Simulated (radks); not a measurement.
The promethium ion Pm10+ is in [Kr] 4d10 4f1 5s2 5p2. All-electron calculation, scalar-relativistic Kohn-Sham, r2SCAN, spin-polarised, spherical densities, finite nucleus; meta-GGA in the generalised Kohn-Sham scheme; Fermi nuclear charge, rms radius of each element as measured or else 0.836 A^(1/3) + 0.57 fm. Program: a radial shooting solver on a logarithmic mesh with Libxc functionals. Open shells are filled with parallel spins first. One electron is removed from 5p, 5s, 4d, 4f in turn, with full relaxation. Which removal costs least, and what does each cost?

Answer. 5p 169.76 eV; 4f 184.04 eV; 5s 190.87 eV; 4d 312.81 eV. The 5p electron leaves first.
